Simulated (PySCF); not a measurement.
# SnF(OH) + HF → SnF₂ + H₂O

Level: PBE0 in the def2-TZVP basis family, computed in PySCF with density fitting; scalar-relativistic core potentials for atoms from Rb on, none lighter, no spin–orbit coupling; open shells unrestricted.

```csv
species,state and structure,E (Eh),ZPE (kJ/mol),H(298 K) − H(0) (kJ/mol),S° (J/(mol K))
SnF(OH),"singlet, Cs, O–H 0.963 Å, Sn–F 1.950 Å, Sn–O 1.964 Å; F–Sn–O 94.7°, H–O–Sn 114.1°",-389.95622,38.4,13.3,292.5
HF,"singlet, C∞v, H–F 0.920 Å",-100.39188,24.9,8.7,173.6
SnF₂,"singlet, C2v, Sn–F 1.932 Å (×2); F–Sn–F 95.9°",-413.98408,8.3,12.3,282.1
H₂O,"singlet, C2v, O–H 0.960 Å (×2); H–O–H 105.1°",-76.37736,56.5,9.9,188.7
```

Q: What is the electronic reaction energy?

A: At PBE0/def2-TZVP, ΔE = -35.0 kJ/mol from the differences of the total energies times 2625.5, downhill. 

Q: Add zero-point, thermal and entropy terms for 298.15 K and 1 bar.

A: ΔZPE = 1.5 and Δ[H(298) − H(0)] = 0.2 kJ/mol give ΔH° = -33.3 kJ/mol. ΔS° = 4.7 J/(mol K), so ΔG° = -33.3 − 298.15 × (0.0047) = -35 kJ/mol and log₁₀K = 6.1.

The structures come from searches over a few start shapes, so lower isomers are not excluded.
